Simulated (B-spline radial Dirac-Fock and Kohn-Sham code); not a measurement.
Dipole and non-dipole photoemission parameters of Ta⁺ 4p3/2

System: tantalum as Ta⁺ in the configuration [Xe] 4f14 5d3 6s1; threshold 404.7 eV (orbital energy of the model). Model: Dirac-Hartree-Slater photoionisation with a Latter tail; cross sections with all multipoles, angular parameters from the dipole term and its interference with E2. Program: an atomic code on a B-spline grid.

```tsv
hν (eV)	σ (kb)	β	γ	δ
623	191	0.613	0.073	0.078
748	162	0.945	0.242	0.055
800	152	1.038	0.280	0.047
1040	112	1.309	0.319	0.022
1420	73.3	1.507	0.219	0.006
1486.9	68.4	1.529	0.197	0.005
2000	42.7	1.637	0.058	0.001
2090	39.7	1.649	0.040	0.001
2420	30.8	1.682	-0.010	0.001
2870	22.6	1.711	-0.041	0.003
4210	10.7	1.740	0.018	0.007
6490	?	?	?	?
8800	2.08	1.689	0.668	0.021
8930	2.01	1.686	0.687	0.022
9251.7	1.85	1.681	0.734	0.023
9280	1.83	1.680	0.738	0.023
12000	0.974	1.631	1.110	0.033
15000	0.549	1.577	1.472	0.046
```

Task: Give the values at 6490 eV.

Result: σ = 4.22 kb, β = 1.726, γ = 0.320, δ = 0.014.

Values without a named source are computed, but for edge energies of neutral atoms, which are taken from tables.
